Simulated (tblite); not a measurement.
Parent: `[CH3:1][CH2:2][NH:3][Si@@:4]([CH3:5])([NH2:6])[OH:7]` with C1–C2–N3–Si4 -78°, C2–N3–Si4–C5 -51°, N3–Si4–N6–H 58° and -171°, N3–Si4–O7–H 56°, C3H12N2OSi.

The geometries are computed with GFN2-xTB (gas phase). One conformer each, not checked by frequencies here.

```json
{"coordinate of the parent": "C1–C2", "value": "1.527 Å"}
{"coordinate of the parent": "C2–N3", "value": "1.445 Å"}
{"coordinate of the parent": "N3–Si4", "value": "1.728 Å"}
{"coordinate of the parent": "Si4–C5", "value": "1.896 Å"}
{"coordinate of the parent": "Si4–N6", "value": "1.734 Å"}
{"coordinate of the parent": "Si4–O7", "value": "1.644 Å"}
{"coordinate of the parent": "C1–C2–N3", "value": "113.5°"}
{"coordinate of the parent": "C2–N3–Si4", "value": "123.2°"}
{"coordinate of the parent": "N3–Si4–C5", "value": "108.3°"}
{"coordinate of the parent": "N3–Si4–N6", "value": "114.2°"}
{"coordinate of the parent": "N3–Si4–O7", "value": "106.1°"}
{"coordinate of the parent": "C5–Si4–N6", "value": "107.5°"}
{"coordinate of the parent": "C5–Si4–O7", "value": "112.4°"}
{"coordinate of the parent": "N6–Si4–O7", "value": "108.3°"}
```

Task: How does the shared frame change in `[CH3:1][C:2]#[C:3][CH2:4][CH2:5][NH:6][Si@:7]([CH3:8])([NH2:9])[OH:10]` with C3–C4–C5–N6 180°, C4–C5–N6–Si7 89°, C5–N6–Si7–C8 -56°, N6–Si7–N9–H 60° and -168°, N6–Si7–O10–H 56°, C6H14N2OSi? Atoms pair as C1 = C4, C2 = C5, N3 = N6, Si4 = Si7, C5 = C8, N6 = N9, O7 = O10 (parent first).

Result: 
```csv
parent,relative,value in the relative,change
C1–C2,C4–C5,1.539 Å,+0.012
C2–N3,C5–N6,1.440 Å,-0.005
N3–Si4,N6–Si7,1.727 Å,-0.001
Si4–C5,Si7–C8,1.907 Å,+0.011
Si4–N6,Si7–N9,1.735 Å,+0.001
Si4–O7,Si7–O10,1.630 Å,-0.014
C1–C2–N3,C4–C5–N6,113.3°,-0.2
C2–N3–Si4,C5–N6–Si7,123.5°,+0.3
N3–Si4–C5,N6–Si7–C8,116.7°,+8.4
N3–Si4–N6,N6–Si7–N9,102.5°,-11.7
N3–Si4–O7,N6–Si7–O10,109.8°,+3.7
C5–Si4–N6,C8–Si7–N9,116.0°,+8.5
C5–Si4–O7,C8–Si7–O10,102.3°,-10.1
N6–Si4–O7,N9–Si7–O10,109.4°,+1.1
```

Of the parent's bonds, Si4–O7 changes most (-0.014 Å). Bonds of the relative outside the shared frame: C1–C2 1.448, C2≡C3 1.199, C3–C4 1.449 Å. Point group C1 → C1.

Task: How does the shared frame change in `[CH3:1][Si@:2]([NH2:3])([OH:4])[NH:5][CH2:6][CH2:7][CH2:8][SiH3:9]` with C1–Si2–N3–H -118° and 17°, C1–Si2–O4–H -69°, C1–Si2–N5–C6 162°, Si2–N5–C6–C7 97°, N5–C6–C7–C8 -72°, C4H16N2OSi2? Atoms pair as C1 = C7, C2 = C6, N3 = N5, Si4 = Si2, C5 = C1, N6 = N3, O7 = O4 (parent first).

Result: 
```
   parent   relative  value in the relative  change
    C1–C2      C7–C6                1.534 Å  +0.007
    C2–N3      C6–N5                1.444 Å  -0.001
   N3–Si4     N5–Si2                1.725 Å  -0.003
   Si4–C5     Si2–C1                1.898 Å  +0.002
   Si4–N6     Si2–N3                1.736 Å  +0.002
   Si4–O7     Si2–O4                1.637 Å  -0.007
 C1–C2–N3   C7–C6–N5                 114.1°    +0.6
C2–N3–Si4  C6–N5–Si2                 126.2°    +3.0
N3–Si4–C5  N5–Si2–C1                 105.1°    -3.2
N3–Si4–N6  N5–Si2–N3                 116.6°    +2.4
N3–Si4–O7  N5–Si2–O4                 107.9°    +1.8
C5–Si4–N6  C1–Si2–N3                 111.5°    +4.0
C5–Si4–O7  C1–Si2–O4                 114.2°    +1.8
N6–Si4–O7  N3–Si2–O4                 101.9°    -6.4
```

Of the parent's bonds, C1–C2 and Si4–O7 change most and about equally (-0.007 to +0.007 Å). Bonds of the relative outside the shared frame: C7–C8 1.524, C8–Si9 1.896 Å. Point group C1 → C1.

Task: How does the shared frame change in `[CH3:1][Si@@:2]([NH2:3])([OH:4])[NH:5][CH2:6][CH2:7][NH:8][SiH3:9]` with C1–Si2–N3–H 73° and -60°, C1–Si2–O4–H 174°, C1–Si2–N5–C6 173°, Si2–N5–C6–C7 -112°, N5–C6–C7–N8 58°, C3H15N3OSi2? Atoms pair as C1 = C7, C2 = C6, N3 = N5, Si4 = Si2, C5 = C1, N6 = N3, O7 = O4 (parent first).

Result: 
| parent | relative | value in the relative | change |
| --- | --- | --- | --- |
| C1–C2 | C7–C6 | 1.537 Å | +0.010 |
| C2–N3 | C6–N5 | 1.438 Å | -0.007 |
| N3–Si4 | N5–Si2 | 1.722 Å | -0.006 |
| Si4–C5 | Si2–C1 | 1.893 Å | -0.003 |
| Si4–N6 | Si2–N3 | 1.741 Å | +0.007 |
| Si4–O7 | Si2–O4 | 1.635 Å | -0.009 |
| C1–C2–N3 | C7–C6–N5 | 113.3° | -0.2 |
| C2–N3–Si4 | C6–N5–Si2 | 125.4° | +2.2 |
| N3–Si4–C5 | N5–Si2–C1 | 108.0° | -0.3 |
| N3–Si4–N6 | N5–Si2–N3 | 109.1° | -5.1 |
| N3–Si4–O7 | N5–Si2–O4 | 111.7° | +5.6 |
| C5–Si4–N6 | C1–Si2–N3 | 117.7° | +10.2 |
| C5–Si4–O7 | C1–Si2–O4 | 104.7° | -7.7 |
| N6–Si4–O7 | N3–Si2–O4 | 105.5° | -2.8 |

Of the parent's bonds, C1–C2 and Si4–O7 change most and about equally (-0.009 to +0.010 Å). Bonds of the relative outside the shared frame: C7–N8 1.440, N8–Si9 1.715 Å. Point group C1 → C1.

Task: How does the shared frame change in `[CH3:1][Si@@:2]([NH2:3])([OH:4])[NH:5][CH2:6][CH2:7][CH2:8][NH2:9]` with C1–Si2–N3–H -173° and 50°, C1–Si2–O4–H 168°, C1–Si2–N5–C6 -63°, Si2–N5–C6–C7 77°, N5–C6–C7–C8 62°, C4H15N3OSi? Atoms pair as C1 = C7, C2 = C6, N3 = N5, Si4 = Si2, C5 = C1, N6 = N3, O7 = O4 (parent first).

Result: 
```json
{"parent": "C1–C2", "relative": "C7–C6", "value in the relative": "1.533 Å", "change": "+0.006"}
{"parent": "C2–N3", "relative": "C6–N5", "value in the relative": "1.444 Å", "change": "-0.001"}
{"parent": "N3–Si4", "relative": "N5–Si2", "value in the relative": "1.730 Å", "change": "+0.002"}
{"parent": "Si4–C5", "relative": "Si2–C1", "value in the relative": "1.899 Å", "change": "+0.003"}
{"parent": "Si4–N6", "relative": "Si2–N3", "value in the relative": "1.731 Å", "change": "-0.003"}
{"parent": "Si4–O7", "relative": "Si2–O4", "value in the relative": "1.640 Å", "change": "-0.004"}
{"parent": "C1–C2–N3", "relative": "C7–C6–N5", "value in the relative": "114.7°", "change": "+1.2"}
{"parent": "C2–N3–Si4", "relative": "C6–N5–Si2", "value in the relative": "123.0°", "change": "-0.2"}
{"parent": "N3–Si4–C5", "relative": "N5–Si2–C1", "value in the relative": "120.8°", "change": "+12.5"}
{"parent": "N3–Si4–N6", "relative": "N5–Si2–N3", "value in the relative": "101.7°", "change": "-12.5"}
{"parent": "N3–Si4–O7", "relative": "N5–Si2–O4", "value in the relative": "107.3°", "change": "+1.2"}
{"parent": "C5–Si4–N6", "relative": "C1–Si2–N3", "value in the relative": "107.0°", "change": "-0.5"}
{"parent": "C5–Si4–O7", "relative": "C1–Si2–O4", "value in the relative": "102.8°", "change": "-9.6"}
{"parent": "N6–Si4–O7", "relative": "N3–Si2–O4", "value in the relative": "118.3°", "change": "+10.0"}
```

Of the parent's bonds, C1–C2 changes most (+0.006 Å). Bonds of the relative outside the shared frame: C7–C8 1.526, C8–N9 1.456 Å. Point group C1 → C1.

Task: How does the shared frame change in `[CH2:1]=[N:2][CH2:3][CH2:4][NH:5][Si@@:6]([CH3:7])([NH2:8])[OH:9]` with C1–N2–C3–C4 125°, N2–C3–C4–N5 86°, C3–C4–N5–Si6 -67°, C4–N5–Si6–C7 109°, N5–Si6–N8–H 56° and -170°, C4H13N3OSi? Atoms pair as C1 = C3, C2 = C4, N3 = N5, Si4 = Si6, C5 = C7, N6 = N8, O7 = O9 (parent first).

Result: 
```csv
parent,relative,value in the relative,change
C1–C2,C3–C4,1.552 Å,+0.025
C2–N3,C4–N5,1.434 Å,-0.011
N3–Si4,N5–Si6,1.738 Å,+0.010
Si4–C5,Si6–C7,1.903 Å,+0.007
Si4–N6,Si6–N8,1.726 Å,-0.008
Si4–O7,Si6–O9,1.631 Å,-0.013
C1–C2–N3,C3–C4–N5,114.9°,+1.4
C2–N3–Si4,C4–N5–Si6,123.3°,+0.1
N3–Si4–C5,N5–Si6–C7,112.4°,+4.1
N3–Si4–N6,N5–Si6–N8,105.2°,-9.0
N3–Si4–O7,N5–Si6–O9,108.1°,+2.0
C5–Si4–N6,C7–Si6–N8,106.8°,-0.7
C5–Si4–O7,C7–Si6–O9,111.5°,-0.9
N6–Si4–O7,N8–Si6–O9,112.7°,+4.4
```

Of the parent's bonds, C1–C2 changes most (+0.025 Å). Bonds of the relative outside the shared frame: C1=N2 1.252, N2–C3 1.429 Å. Point group C1 → C1.
